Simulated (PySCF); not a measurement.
## Spinor energies of Hg⁺ (mercury, charge +1)

Start: [Xe] 4f14 5d10 6s1; 6s1/2 filled at m_j = +1/2. Calculated with PySCF 2.14 in x2c-TZVPall-2c (11s11p10d2f, 108 functions): generalised Hartree-Fock with the X2C-1e Hamiltonian and a Gaussian nucleus; one run each with spin-orbit coupling (SO) switched off, then screened by Boettger's factors.

```
spinor shell  electrons  ε, spin-free (eV)  ε, screened SO (eV)  weight of nominal j (screened SO)  rms radius, screened SO (bohr)
       1s1/2          2           -83580.6             -83547.0                              1.000                          0.0187
       2s1/2          2           -14975.3             -14964.7                              1.000                          0.0755
       2p1/2          2           -12929.1             -14334.0                              1.000                          0.0639
       2p3/2          4           -12929.1             -12381.0                              1.000                          0.0720
       3s1/2          2            -3630.6              -3627.2                              1.000                           0.193
       3p1/2          2            -3030.3              -3344.2                              1.000                           0.184
       3p3/2          4            -3030.3              -2905.2                              1.000                           0.201
       3d3/2          4            -2387.7              -2442.2                              1.000                           0.176
       3d5/2          6            -2387.7              -2348.6                              1.000                           0.180
       4s1/2          2            -842.93              -841.90                              1.000                           0.424
       4p1/2          2            -642.77              -719.48                              1.000                           0.429
       4d3/2          4            -399.79              -411.75                              1.000                           0.475
       4d5/2          6            -399.79              -391.13                              1.000                           0.486
       5s1/2          2            -147.76              -147.65                              1.000                           0.971
       4f5/2          6            -128.64              -130.60                              1.000                           0.526
       4f7/2          8            -128.64              -126.44                              1.000                           0.528
       5p1/2          2            -91.674              -105.29                              1.000                            1.05
       5p3/2          4            -91.674              -86.341                              1.000                            1.15
       5d3/2          4            -25.460              -26.787                              0.996                            1.53
       5d5/2          6            -25.460              -24.608                              0.997                            1.60
       6s1/2          1            -17.343              -17.371                              1.000                            2.82
```

Problem. Where does 4p3/2 lie, and what is the 4p spin-orbit splitting (screened SO)?

Solution. At -612.07 eV, 107.42 eV above 4p1/2.

```tsv
quantity	spin-free	screened SO
E (hartree)	-19607.30994	-19639.35883
M_J	1/2	1/2
⟨J²⟩	0.752	0.752
⟨L²⟩	0.000	0.185
⟨S²⟩	0.752	0.938
```

Each row is a mean over spinors that exchange with the open shell spreads, by up to 0.332 eV (5d5/2).

Breit and QED terms are absent; they matter most for the inner s and p1/2 levels.

Densities and radii are taken from the X2C orbitals without a picture-change correction, which distorts them close to the nucleus.

Without spin-orbit coupling the j labels of p, d and f shells carry no meaning; the spin-free column gives the mean over the occupied spinors of each nl shell.
